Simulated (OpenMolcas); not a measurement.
An atom or ion with 4 electrons was computed by SS-CASPT2, IPEA 0.25 Eh, imaginary shift 0.1 Eh with spin-orbit coupling (OpenMolcas, ANO-RCC-VQZP, DKH2). The lowest levels that the run gave, each within 12 % of the measured value where one is at hand:

```json
{"J": "0", "Parity": "even", "E (cm⁻¹)": "0.0", "g": ""}
{"J": "0", "Parity": "odd", "E (cm⁻¹)": "37362", "g": ""}
{"J": "1", "Parity": "odd", "E (cm⁻¹)": "37370", "g": "1.501"}
{"J": "2", "Parity": "odd", "E (cm⁻¹)": "37385", "g": "1.501"}
{"J": "1", "Parity": "odd", "E (cm⁻¹)": "74730", "g": "1.000"}
{"J": "0", "Parity": "even", "E (cm⁻¹)": "99137", "g": ""}
{"J": "1", "Parity": "even", "E (cm⁻¹)": "99144", "g": "1.501"}
{"J": "2", "Parity": "even", "E (cm⁻¹)": "99159", "g": "1.501"}
{"J": "2", "Parity": "even", "E (cm⁻¹)": "104011", "g": "1.000"}
```

Q: Which ion is it, and what are the configurations and terms?

A: B+ (Z = 5, charge +1; active space 2 electrons in 8 orbitals (2s 2p 3s 3p)). J, parity and g give the terms where levels are pure, and mixed ones are named by the computed weights; the size of the splittings, set against known spectra of the 4-electron sequence, gives the charge. In order, with the measured energies in cm⁻¹ (NIST Handbook of Basic Atomic Spectroscopic Data): 2s² ¹S₀(1), 2s 2p ³P°₀ (37336), 2s 2p ³P°₁ (37342), 2s 2p ³P°₂ (37358), 2s 2p ¹P°₁ (73397), 2p² ³P₀ (98911), 2p² ³P₁ (98920), 2p² ³P₂ (98933), 2p² ¹D₂ (102363).

Active for correlation alone: 3p 3s; no level in the range computed is led by a configuration that fills them, so any true level of that kind is missing. Measured partners are found by configuration, term and J. A level has none where our copy of the source lacks it or the pairing is in doubt (some pairs that miss far off the trend of their configuration count as doubtful), and it then counts in no deviation. Levels of configurations outside the active space are missing.

A number in round brackets counts repeated terms of one configuration in the order of the reference energies. ° marks odd parity.
